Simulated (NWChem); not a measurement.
Molecule: SiSbH5; SMILES [SiH3][SbH2]

Computed with NWChem. Geometry: optimised at PBE0/def2-SVP. def2 effective core potentials on Sb; no spin-orbit coupling.

For level TPSS/STO-3G (all-electron, non-relativistic):

* **highest occupied level (eV)**: -3.44
* **orbital gap (eV)**: 6.52
* **dipole (D)**: 1.15

Problem. What are these values for level TPSS/def2-SVP (core potentials)?

Solution. The highest occupied level (eV) comes out as -6.37, the orbital gap (eV) is 5.47 and the dipole (D) is 0.20.
